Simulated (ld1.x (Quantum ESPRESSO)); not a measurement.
# Ga: one change to a TM potential, before and after

* Element: gallium (Ga)
* Generator: ld1.x (Quantum ESPRESSO) 7.5
* Type: norm-conserving Troullier–Martins (Kleinman–Bylander form)
* Functional: Wu–Cohen
* Relativity: scalar-relativistic
* Frozen core: [Ar] 3d10
* Valence charge: 3
* Reference configuration: 4s2 4p1
* Partial waves: 4p (bound): rc 2.05 bohr; 4d channel at 0.15 Ry: rc 2.05 bohr; 4s (bound): rc 1.80 bohr
* Local potential: the s channel
* Core correction: a·sin(br)/r model core inside 1.30 bohr

All-electron outer shells of the reference configuration (Wu–Cohen, scalar-relativistic, ld1.x):

```
shell  level (eV)  outermost node (bohr)  outermost maximum (bohr)
   3p      -98.74                   0.24                      0.56
   3d      -19.15                      –                      0.53
   4s       -8.99                   0.81                      1.90
   4p       -2.56                   0.87                      2.53
```

Change: wave 4s (bound): rc 1.80 bohr becomes 4s (bound): rc 1.48 bohr.

Cutoffs: the cutoffs (Ry, on a coarse ladder) from which the occupation-weighted sum of valence levels, in a spherical-Bessel basis at the reference potential, stays within 10 and 1 mRy of its value at 400 Ry; they do not see the model core or the augmentation charge, which bear on the density cutoff. Errors are all-electron minus pseudo energies relative to the spin-unpolarised reference configuration.

Question: Predict the effect on cutoff, ghosts and configuration errors.

Answer: The potential gets harder (15 Ry and 35 Ry → 30 Ry and 70 Ry); both files keep a bound ghost (d); the errors of the 7 common tests hardly move. A smaller radius makes the pseudo-wave follow the all-electron one further in, where it bends more sharply, so more plane waves are needed.

| quantity | base | changed |
| --- | --- | --- |
| cutoff, loose | 15 Ry | 30 Ry |
| cutoff, tight | 35 Ry | 70 Ry |
| loose cutoff by channel (10 mRy a level) | p 6 Ry, s 12 Ry | p 6 Ry, s 21 Ry |
| bound ghosts | d | d |
| error for 4s2 4p0, meV [ΔE 5.68 eV] | -13 | -12 |
| error for 4s1 4p0, meV [ΔE 26.86 eV] | -196 | -195 |
| error for 4s2 4p0.5, meV [ΔE 2.02 eV] | -1.9 | -1.9 |
| error for 4s1 4p1, meV [ΔE 13.13 eV] | -53 | -54 |
| error for 4s2 4p1.3, meV [ΔE -0.52 eV] | -0.1 | -0.1 |
| error for 4s0 4p3, meV [ΔE 13.45 eV] | -77 | -82 |
| error for 4s1 4p2, meV [ΔE 6.58 eV] | -19 | -20 |
| s: phases at 2.25 bohr within 0.05 rad from the reference energy up to (Ry; the scan ends near 5) | 3.6 | 3.2 |
| p: phases at 2.25 bohr within 0.05 rad from the reference energy up to (Ry; the scan ends near 5) | to the end of the scan | to the end of the scan |
| d: phases at 2.25 bohr within 0.05 rad from the reference energy up to (Ry; the scan ends near 5) | 1.1 | 1.1 |

 A true bound ghost makes a file unfit for plane-wave use even where its test errors are small: the radial tests pick states by their node count and pass the ghost by.
